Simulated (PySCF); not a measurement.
C₆ coefficients of unlike pairs at LC-wPBE

Calculated with PySCF 2.14 from the dipole response of each species, C₆(A,B) = (3/π) ∫ α_A(iu) α_B(iu) du, in atomic units, from isotropic polarisabilities. For ions this is the dispersion term alone; charge-induced terms of lower order in 1/R come first.

```csv
species,configuration,basis,relativity,α (bohr³),C₆ (like pair)
Re,[Xe] 4f14 5d5 6s2 (6S),def2-TZVPPD with the def2 core potential (60 electrons) (6s5p3d2f1g),core potential,73.03,839.6
Mg²⁺,[Ne] (1S),dyall-av2z (14s10p4d),none,0.5068,0.6134
Re²⁺,[Xe] 4f14 5d5 (6S),def2-TZVPPD with the def2 core potential (60 electrons) (6s5p3d2f1g),core potential,11.05,68.46
Co,[Ar] 3d7 4s2 (4F),aug-cc-pVTZ-DK (8s7p5d3f2g),spin-free X2C,58.32,504.1
```

Estimate C₆ for Co with Mg²⁺.

The integral gives 9.589. The combination rule 2 C_A C_B / (C_A α_B/α_A + C_B α_A/α_B) gives 8.249 and the geometric mean 17.59.

No spin-orbit coupling is included.

The other pairs:

| pair | C₆ |
| --- | --- |
| Mg²⁺, Re | 13.40 |
| Re²⁺, Mg²⁺ | 5.501 |
| Re²⁺, Re | 209.9 |
| Co, Re | 648.7 |
| Co, Re²⁺ | 155.8 |
